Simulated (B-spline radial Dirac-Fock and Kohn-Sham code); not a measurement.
# Core-level shifts of tungsten with charge state

Level of theory: Dirac-Fock (average of configuration) total-energy differences with a finite nucleus, the Breit interaction including its frequency dependence, and self-energy and vacuum-polarisation corrections; a radial finite-basis atomic code. Each ion is free and in its tabulated ground configuration. Electron correlation is not included.

Reference: W⁴¹⁺, [Ar] 3d10 4s2 4p3, with K (1s) 71494.8 eV, L1 (2s) 14059.9 eV, M1 (3s) 4691.6 eV, M4 (3d3/2) 3747.9 eV, M5 (3d5/2) 3682.5 eV, Kα1 (K-L3) 59334.8 eV, Kβ1 (K-M3) 67351.8 eV. Shifts from it, in eV (a dash: the subshell is empty, belongs to an open shell averaged over j, or its hole state is left out as unreliable):

```tsv
ion	configuration	K (1s)	L1 (2s)	M1 (3s)	M4 (3d3/2)	M5 (3d5/2)	Kα1	Kβ1
W⁴²⁺	[Ar] 3d10 4s2 4p2	?	?	?	?	?	?	?
W⁴³⁺	[Ar] 3d10 4s2 4p1	+175.8	+160.3	+142.2	+145.4	+144.9	+15.02	+34.84
W⁴⁴⁺	[Ar] 3d10 4s2	+265.3	+241.8	+214.3	+219.1	+218.3	+22.85	+52.93
W⁴⁵⁺	[Ar] 3d10 4s1	+353.6	+322.0	–	+294.4	+293.3	+28.27	+67.99
W⁴⁶⁺	[Ar] 3d10	+445.8	+405.1	+358.1	+370.3	+369.0	+36.81	+86.39
W⁴⁷⁺	[Ar] 3d9	+608.8	+562.6	+476.8	–	–	+41.81	+132.69
```

Q: Give the missing shifts for W⁴²⁺.

A: K (1s) +87.4, L1 (2s) +79.7, M1 (3s) +70.8, M4 (3d3/2) +72.3, M5 (3d5/2) +72.1, Kα1 +7.41, Kβ1 +17.19 (eV).

Over this range K (1s) moves by +608.8 eV and Kα1 by +41.8 eV: a line is a difference of two levels that shift in the same direction.

Values without a named source are computed, but for edge energies of neutral atoms, which are taken from tables.
